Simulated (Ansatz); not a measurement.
Ansatz (a program for electronic structure) job for Sn(H)(F)(Me)2 (C2H7FSn), SMILES [F][SnH]([CH3])[CH3], B3LYP-D3(BJ)/def2-SVP. 

Ansatz 0.2 input:
```yaml
crystal:
  periodic: [false, false, false]
  atoms:
    - {symbol: Sn, position_ang: [-0.04480645, 0.02318854, -0.24852274]}
    - {symbol: C, position_ang: [1.83329945, -1.04319620, 0.03190580]}
    - {symbol: C, position_ang: [-1.83533165, -0.75118576, 0.71733929]}
    - {symbol: F, position_ang: [0.27673412, 1.68935708, 0.75699836]}
    - {symbol: H, position_ang: [-0.28822836, 0.67726831, -1.81282724]}
    - {symbol: H, position_ang: [1.78676218, -2.02579114, -0.42269941]}
    - {symbol: H, position_ang: [2.64728168, -0.47816743, -0.40779331]}
    - {symbol: H, position_ang: [2.00357373, -1.14270089, 1.09901395]}
    - {symbol: H, position_ang: [-2.57427111, 0.03813824, 0.79316772]}
    - {symbol: H, position_ang: [-2.24706461, -1.58066656, 0.15473575]}
    - {symbol: H, position_ang: [-1.56614462, -1.08542922, 1.71408393]}
basis:
  gaussian:
    orbitals: def2-SVP
hamiltonian:
  xc: b3lyp
  dispersion: d3bj
relax: {f_tol: 0.002, max_steps: 200}
```

Log of the run:

```
WARN ansatz: RAYON_NUM_THREADS=1 ignored (pool sized by the plan → 1); use --threads N
Functional definition: B3LYP
integrals: 0.06 GiB planned
1219 factors; integrals over basis functions are off by at most 3.5e-4 eV
mean field: 0.44 GiB planned
mean field evaluation 1: about -10723.3904 eV, gradient 7.2e1 eV
mean field evaluation 2: about -10710.6994 eV, gradient 1.0e2 eV
mean field evaluation 4: about -10735.2266 eV, gradient 5.8e0 eV
mean field evaluation 8: about -10735.3126 eV, gradient 3.4e-2 eV
mean field -10735.31262223 eV, -394.5154622107 hartree, gradient 6.0e-5 eV, S^2 0.000000; 0 other end points of the search recorded, 0 dependent functions left out
the calculation of the forces begins
reference -10735.31288575 eV, -394.5154718949 hartree; 25, 25 occupied and 78, 78 virtual orbitals, 1219 factors
relax step   1: F+E_penalty+E_count = -10735.66013845 eV  Δ(F+E_penalty+E_count) = +0.000e0 eV  max|allowed force component| = 6.922e-1 eV/Å  Δτ_max = 0.0000 Å  (25 SCF iters, accepted)
these checks for a lower state are left out or cut short: starts, cluster_reference, orbital_swaps, neighbouring_geometries, increment
integrals: 0.06 GiB planned
1219 factors; integrals over basis functions are off by at most 3.7e-4 eV
mean field: 0.44 GiB planned
mean field evaluation 16: about -10735.2584 eV, gradient 5.6e0 eV
mean field -10735.32760580 eV, -394.5160128466 hartree, gradient 1.5e-5 eV, S^2 0.000000; 0 other end points of the search recorded, 0 dependent functions left out
the calculation of the forces begins
reference -10735.32786951 eV, -394.5160225379 hartree; 25, 25 occupied and 78, 78 virtual orbitals, 1219 factors
relax step   2: F+E_penalty+E_count = -10735.67794797 eV  Δ(F+E_penalty+E_count) = -1.781e-2 eV  max|allowed force component| = 4.278e-1 eV/Å  Δτ_max = 0.1171 Å  (29 SCF iters, accepted)
these checks for a lower state are left out or cut short: starts, cluster_reference, orbital_swaps, neighbouring_geometries, increment
integrals: 0.06 GiB planned
1219 factors; integrals over basis functions are off by at most 3.7e-4 eV
mean field: 0.44 GiB planned
mean field -10735.37163433 eV, -394.5176308653 hartree, gradient 2.2e-5 eV, S^2 0.000000; 0 other end points of the search recorded, 0 dependent functions left out
the calculation of the forces begins
reference -10735.37189774 eV, -394.5176405455 hartree; 25, 25 occupied and 78, 78 virtual orbitals, 1219 factors
relax step   3: F+E_penalty+E_count = -10735.72112893 eV  Δ(F+E_penalty+E_count) = -4.318e-2 eV  max|allowed force component| = 1.097e-1 eV/Å  Δτ_max = 0.0681 Å  (28 SCF iters, accepted)
these checks for a lower state are left out or cut short: starts, cluster_reference, orbital_swaps, neighbouring_geometries, increment
integrals: 0.06 GiB planned
1219 factors; integrals over basis functions are off by at most 3.7e-4 eV
mean field: 0.44 GiB planned
mean field evaluation 32: about -10735.3732 eV, gradient 1.4e-1 eV
mean field -10735.37324225 eV, -394.5176899552 hartree, gradient 2.1e-5 eV, S^2 0.000000; 0 other end points of the search recorded, 0 dependent functions left out
the calculation of the forces begins
reference -10735.37350561 eV, -394.5176996337 hartree; 25, 25 occupied and 78, 78 virtual orbitals, 1219 factors
relax step   4: F+E_penalty+E_count = -10735.72281639 eV  Δ(F+E_penalty+E_count) = -1.687e-3 eV  max|allowed force component| = 5.010e-2 eV/Å  Δτ_max = 0.0156 Å  (30 SCF iters, accepted)
these checks for a lower state are left out or cut short: starts, cluster_reference, orbital_swaps, neighbouring_geometries, increment
integrals: 0.06 GiB planned
1219 factors; integrals over basis functions are off by at most 3.7e-4 eV
mean field: 0.44 GiB planned
mean field -10735.37387344 eV, -394.5177131513 hartree, gradient 2.1e-5 eV, S^2 0.000000; 0 other end points of the search recorded, 0 dependent functions left out
the calculation of the forces begins
reference -10735.37413696 eV, -394.5177228353 hartree; 25, 25 occupied and 78, 78 virtual orbitals, 1219 factors
relax step   5: F+E_penalty+E_count = -10735.72350454 eV  Δ(F+E_penalty+E_count) = -6.882e-4 eV  max|allowed force component| = 1.944e-2 eV/Å  Δτ_max = 0.0205 Å  (30 SCF iters, accepted)
these checks for a lower state are left out or cut short: starts, cluster_reference, orbital_swaps, neighbouring_geometries, increment
integrals: 0.06 GiB planned
1219 factors; integrals over basis functions are off by at most 3.6e-4 eV
[...]
these checks for a lower state are left out or cut short: starts, cluster_reference, orbital_swaps, neighbouring_geometries, increment
integrals: 0.06 GiB planned
1219 factors; integrals over basis functions are off by at most 3.6e-4 eV
mean field: 0.44 GiB planned
mean field -10735.37395504 eV, -394.5177161498 hartree, gradient 2.1e-5 eV, S^2 0.000000; 0 other end points of the search recorded, 0 dependent functions left out
the calculation of the forces begins
reference -10735.37421908 eV, -394.5177258533 hartree; 25, 25 occupied and 78, 78 virtual orbitals, 1219 factors
relax step   8: F+E_penalty+E_count = -10735.72378736 eV  Δ(F+E_penalty+E_count) = -6.635e-5 eV  max|allowed force component| = 1.706e-2 eV/Å  Δτ_max = 0.0310 Å  (29 SCF iters, accepted)
these checks for a lower state are left out or cut short: starts, cluster_reference, orbital_swaps, neighbouring_geometries, increment
integrals: 0.06 GiB planned
1219 factors; integrals over basis functions are off by at most 3.6e-4 eV
mean field: 0.44 GiB planned
mean field evaluation 64: about -10735.3563 eV, gradient 1.2e-3 eV
mean field -10735.37404580 eV, -394.5177194854 hartree, gradient 2.1e-5 eV, S^2 0.000000; 0 other end points of the search recorded, 0 dependent functions left out
the calculation of the forces begins
reference -10735.37430995 eV, -394.5177291927 hartree; 25, 25 occupied and 78, 78 virtual orbitals, 1219 factors
relax step   9: F+E_penalty+E_count = -10735.72383019 eV  Δ(F+E_penalty+E_count) = -4.283e-5 eV  max|allowed force component| = 2.209e-2 eV/Å  Δτ_max = 0.0167 Å  (30 SCF iters, accepted)
these checks for a lower state are left out or cut short: starts, cluster_reference, orbital_swaps, neighbouring_geometries, increment
integrals: 0.06 GiB planned
1219 factors; integrals over basis functions are off by at most 3.6e-4 eV
mean field: 0.44 GiB planned
mean field -10735.37415353 eV, -394.5177234442 hartree, gradient 2.1e-5 eV, S^2 0.000000; 0 other end points of the search recorded, 0 dependent functions left out
the calculation of the forces begins
reference -10735.37441778 eV, -394.5177331552 hartree; 25, 25 occupied and 78, 78 virtual orbitals, 1219 factors
relax step  10: F+E_penalty+E_count = -10735.72387586 eV  Δ(F+E_penalty+E_count) = -4.566e-5 eV  max|allowed force component| = 2.700e-2 eV/Å  Δτ_max = 0.0256 Å  (29 SCF iters, accepted)
these checks for a lower state are left out or cut short: starts, cluster_reference, orbital_swaps, neighbouring_geometries, increment
integrals: 0.06 GiB planned
1219 factors; integrals over basis functions are off by at most 3.6e-4 eV
mean field: 0.44 GiB planned
mean field -10735.37422793 eV, -394.5177261785 hartree, gradient 9.1e-6 eV, S^2 0.000000; 0 other end points of the search recorded, 0 dependent functions left out
the calculation of the forces begins
reference -10735.37449224 eV, -394.5177358916 hartree; 25, 25 occupied and 78, 78 virtual orbitals, 1219 factors
relax step  11: F+E_penalty+E_count = -10735.72390535 eV  Δ(F+E_penalty+E_count) = -2.949e-5 eV  max|allowed force component| = 1.832e-2 eV/Å  Δτ_max = 0.0099 Å  (23 SCF iters, accepted)
these checks for a lower state are left out or cut short: starts, cluster_reference, orbital_swaps, neighbouring_geometries, increment
integrals: 0.06 GiB planned
1219 factors; integrals over basis functions are off by at most 3.6e-4 eV
mean field: 0.44 GiB planned
mean field -10735.37422990 eV, -394.5177262508 hartree, gradient 2.4e-5 eV, S^2 0.000000; 0 other end points of the search recorded, 0 dependent functions left out
the calculation of the forces begins
reference -10735.37449425 eV, -394.5177359653 hartree; 25, 25 occupied and 78, 78 virtual orbitals, 1219 factors
relax step  12: F+E_penalty+E_count = -10735.72393479 eV  Δ(F+E_penalty+E_count) = -2.944e-5 eV  max|allowed force component| = 4.240e-3 eV/Å  Δτ_max = 0.0101 Å  (21 SCF iters, accepted)
these checks for a lower state are left out or cut short: starts, cluster_reference, orbital_swaps, neighbouring_geometries, increment
integrals: 0.06 GiB planned
1219 factors; integrals over basis functions are off by at most 3.6e-4 eV
mean field: 0.44 GiB planned
mean field -10735.37419324 eV, -394.5177249035 hartree, gradient 1.3e-5 eV, S^2 0.000000; 0 other end points of the search recorded, 0 dependent functions left out
the calculation of the forces begins
reference -10735.37445761 eV, -394.5177346190 hartree; 25, 25 occupied and 78, 78 virtual orbitals, 1219 factors
relax step  13: F+E_penalty+E_count = -10735.72393908 eV  Δ(F+E_penalty+E_count) = -4.293e-6 eV  max|allowed force component| = 5.384e-3 eV/Å  Δτ_max = 0.0114 Å  (22 SCF iters, accepted)
these checks for a lower state are left out or cut short: starts, cluster_reference, orbital_swaps, neighbouring_geometries, increment
integrals: 0.06 GiB planned
1219 factors; integrals over basis functions are off by at most 3.6e-4 eV
mean field: 0.44 GiB planned
mean field evaluation 96: about -10735.3740 eV, gradient 2.2e-1 eV
mean field -10735.37421670 eV, -394.5177257656 hartree, gradient 1.3e-5 eV, S^2 0.000000; 0 other end points of the search recorded, 0 dependent functions left out
the calculation of the forces begins
reference -10735.37448108 eV, -394.5177354814 hartree; 25, 25 occupied and 78, 78 virtual orbitals, 1219 factors
relax step  14: F+E_penalty+E_count = -10735.72394611 eV  Δ(F+E_penalty+E_count) = -7.026e-6 eV  max|allowed force component| = 1.188e-3 eV/Å  Δτ_max = 0.0060 Å  (22 SCF iters, accepted)
these checks for a lower state are left out or cut short: starts, cluster_reference, orbital_swaps, neighbouring_geometries, increment
integrals: 0.06 GiB planned
1219 factors; integrals over basis functions are off by at most 3.6e-4 eV
mean field: 0.44 GiB planned
mean field -10735.37422814 eV, -394.5177261861 hartree, gradient 7.8e-5 eV, S^2 0.000000; 0 other end points of the search recorded, 0 dependent functions left out
the calculation of the forces begins
reference -10735.37449253 eV, -394.5177359022 hartree; 25, 25 occupied and 78, 78 virtual orbitals, 1219 factors
relax step  15: F+E_penalty+E_count = -10735.72394688 eV  Δ(F+E_penalty+E_count) = -7.685e-7 eV  max|allowed force component| = 9.037e-4 eV/Å  Δτ_max = 0.0036 Å  (18 SCF iters, accepted)
integrals: 0.06 GiB planned
1219 factors; integrals over basis functions are off by at most 3.6e-4 eV
mean field: 0.44 GiB planned
mean field -10735.37422814 eV, -394.5177261861 hartree, gradient 7.8e-5 eV, S^2 0.000000; 1 other end points of the search recorded, 0 dependent functions left out
the calculation of the forces begins
reference -10735.37449253 eV, -394.5177359022 hartree; 25, 25 occupied and 78, 78 virtual orbitals, 1219 factors
Total energy: -10735.72421127 eV, -394.5305878288 hartree
Atom 0 at    -0.032495     0.114786    -0.219399 Å, force     0.000904     0.000092     0.000314 eV/Å
Atom 1 at     1.768399    -1.045083     0.035449 Å, force    -0.000102    -0.000248     0.000305 eV/Å
Atom 2 at    -1.769308    -0.745606     0.727557 Å, force    -0.000168     0.000106    -0.000672 eV/Å
Atom 3 at     0.299613     1.784290     0.755788 Å, force    -0.000121     0.000237    -0.000255 eV/Å
Atom 4 at    -0.306990     0.623531    -1.844498 Å, force    -0.000495     0.000133     0.000465 eV/Å
Atom 5 at     1.702064    -1.976473    -0.546471 Å, force     0.000259     0.000437     0.000690 eV/Å
Atom 6 at     2.635733    -0.464325    -0.308566 Å, force    -0.000764    -0.000283     0.000146 eV/Å
Atom 7 at     1.893864    -1.290965     1.099529 Å, force     0.000257    -0.000337    -0.000827 eV/Å
Atom 8 at    -2.594084    -0.019279     0.719568 Å, force     0.000052    -0.000291    -0.000054 eV/Å
Atom 9 at    -2.080689    -1.653382     0.189539 Å, force    -0.000224    -0.000007     0.000420 eV/Å
Atom 10 at    -1.524302    -1.006679     1.766908 Å, force     0.000401     0.000161    -0.000532 eV/Å
Dipole moment:    -0.088060    -0.620905    -0.180675 e Å
```

The calculation finished and met its thresholds.

Cost: about 90 core-seconds (a rough figure).
